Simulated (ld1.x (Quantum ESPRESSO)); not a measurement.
**Before and after: ultrasoft potential for Al (Z = 13)**

aluminium (Al), ultrasoft, made with ld1.x (Quantum ESPRESSO) 7.5 (PBE, non-relativistic). Core [Ne], reference 3s1.5 3p0 (charge +1.5). Waves: 3s (bound): rcut 1.85, rcutus 2.35 bohr; 3s channel at 0.45 Ry: rcut 1.85, rcutus 2.35 bohr; 3p (bound, empty): rcut 1.40, rcutus 1.90 bohr; 3p channel at 0.85 Ry: rcut 1.40, rcutus 1.90 bohr. Local part: all-electron potential smoothed inside 1.60 bohr (lloc = -1). Core correction: none. Augmentation charge: PSQ, radius 1.50 bohr.

Change: waves 3s (bound): rcut 1.66, rcutus 1.76 bohr; 3s channel at 0.45 Ry: rcut 1.66, rcutus 1.76 bohr.

Cutoffs: the cutoffs (Ry, on a coarse ladder) from which the occupation-weighted sum of valence levels, in a spherical-Bessel basis at the reference potential, stays within 10 and 1 mRy of its value at 400 Ry; they do not see the model core or the augmentation charge, which bear on the density cutoff. Errors are all-electron minus pseudo energies relative to the spin-unpolarised reference configuration.

Problem. How do hardness, ghosts and transferability respond?

Solution. Both files are very soft, the changed one slightly harder (loose and tight cutoff 6 and 6 Ry → 8 and 12 Ry on this coarse ladder); of the 7 tests that both files solve, the error grows in 4 and shrinks in 1 by more than 15 % and 0.3 meV (median size 3.0 → 7.0 meV); neither file shows a bound ghost.

```csv
quantity,base,changed
"cutoff, loose",6 Ry,8 Ry
"cutoff, tight",6 Ry,12 Ry
bound ghosts,none,none
"error for 3s2 3p1, meV [ΔE -14.25 eV]",-5.3,-7.0
"error for 3s2 3p0, meV [ΔE -8.48 eV]",+2.4,+2.5
"error for 3s1 3p0, meV [ΔE 10.71 eV]",+11,+11
"error for 3s2 3p0.5, meV [ΔE -12.16 eV]",-1.2,-1.9
"error for 3s1 3p1, meV [ΔE -2.71 eV]",+3.0,+0.6
"error for 3s2 3p1.3, meV [ΔE -14.83 eV]",-7.2,-9.3
"error for 3s1 3p2, meV [ΔE -9.14 eV]",-2.9,-7.8
lowest overlap eigenvalue by channel,"s 0.40, p 0.73","s 0.48, p 0.73"
```
